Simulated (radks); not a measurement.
The numbers below are computed, except where a source is named.
Effect of the nuclear size on the praseodymium ion Pr+, [Xe] 4f3 6s1. Level of theory: Dirac Kohn-Sham, PBE, spin-unpolarised, spherical densities, finite nucleus; open shells fill j = l - 1/2 first; Fermi nuclear charge, rms radius 4.8919 fm (a radial shooting solver on a logarithmic mesh with Libxc functionals). The rms radius is varied about that value; shifts are against it.

rms radius (fm)	total energy shift (eV)	density at nucleus (e/bohr^3)	1s1/2 shift (meV)	2s1/2 shift (meV)	5s1/2 shift (meV)	5p1/2 shift (meV)	6s1/2 shift (meV)	4f5/2 shift (meV)
4.1239	-3.38	4.325e+05	-1400	-173	-1.27	0.134	-0.125	0.238
4.6718	-1.02	4.21e+05	-422	-52.0	-0.382	0.040	-0.037	0.072
4.8919	0	4.169e+05	0.000	0.000	0.000	0.000	0.000	0.000
5.2539	1.75	4.106e+05	726	89.6	0.658	-0.069	0.065	-0.123
5.4691	2.84	4.07e+05	1180	145	1.07	-0.112	0.105	-0.200

Slopes of the eigenvalues against <r^2> in GHz/fm^2, as finite differences over the two radii next to the reference (eigenvalue slopes, not the field-shift constants of lines): 1s1/2 48000, 2s1/2 5930, 5s1/2 43.5, 5p1/2 -4.58, 6s1/2 4.27, 4f5/2 -8.16.
